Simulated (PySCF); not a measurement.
Ge(H)(Br)(Me)2 (C₂H₇BrGe), SMILES [CH3][GeH]([CH3])[Br].

The structure is a stationary point at PBE-D3(BJ)/def2-SVP.

Two levels are set side by side: TDA-PBE/def2-SVPD (PySCF) and TDA-CAM-B3LYP/def2-SVPD (PySCF). Vertical, same geometry. The lowest singlet is HOMO→LUMO 99 % with PBE and HOMO→LUMO 91 % with the other functional; states are paired by order. Differences are taken from unrounded values.

| quantity | TDA-CAM-B3LYP |
|---|---|
| lowest singlet excitation (eV) | 6.37 |
| lowest triplet excitation (TDA) (eV) | 5.87 |
| first bright state (f over 0.05) (eV) | 7.54 |
| its oscillator strength | 0.08 |

Question: What does TDA-PBE give, and how far is it from TDA-CAM-B3LYP? (An estimate is asked for; the answer gives what the named calculation found.)

Answer: 
| quantity | TDA-PBE | TDA-PBE minus TDA-CAM-B3LYP |
|---|---|---|
| lowest singlet excitation (eV) | 5.76 | -0.61 |
| lowest triplet excitation (TDA) (eV) | 5.33 | -0.54 |
| first bright state (f over 0.05) (eV) | 6.41 | -1.14 |
| its oscillator strength | 0.05 | -0.03 |

A lower first singlet is the usual sign of a functional without exact exchange. Differences between two approximate levels are no errors against the true value.

Rough cost on one machine, each run with all the roots and properties that it gave: TDA-CAM-B3LYP against TDA-PBE about 6 times.
